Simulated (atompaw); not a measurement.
An all-electron radial function and its pseudo partner (sulfur)

Columns: radius, all-electron u(r) and pseudo u(r) of the 3p shell (level -7.01 eV) of sulfur in the configuration [Ne] 3s2 3p4; PBE, scalar-relativistic, PAW (atompaw) scheme, atompaw 4.2.0.5.

```csv
r (bohr),all-electron,pseudo
0.075,-0.1099,0.0047
0.150,-0.2499,0.0188
0.225,-0.3219,0.0417
0.300,-0.3223,0.0729
0.375,-0.2694,0.1114
0.450,-0.1831,0.1562
0.525,-0.0794,0.2058
0.600,0.0303,0.2591
0.675,0.1385,0.3145
0.750,0.2405,0.3706
0.825,0.3334,0.4258
0.900,0.4159,0.4790
0.975,0.4879,0.5288
1.050,0.5494,0.5743
1.125,0.6007,0.6146
1.200,0.6422,0.6491
1.275,0.6747,0.6775
1.350,0.6988,0.6996
1.425,0.7156,0.7155
1.500,0.7258,0.7255
1.575,0.7303,0.7300
1.650,0.7299,0.7297
1.725,0.7253,0.7252
1.800,0.7171,0.7171
1.875,0.7060,0.7060
1.950,0.6925,0.6925
```

(1) How many radial nodes do the two functions have?

(2) Is the pseudo-wave norm-conserving?

Answers

(1) The all-electron 3p function has n − l − 1 = 1; the pseudo-wave has 0, since the states of the same l below it are removed with the core.

(2) No, it belongs to a PAW set: the norm inside the radius is not constrained, and the difference is carried by the augmentation charge.
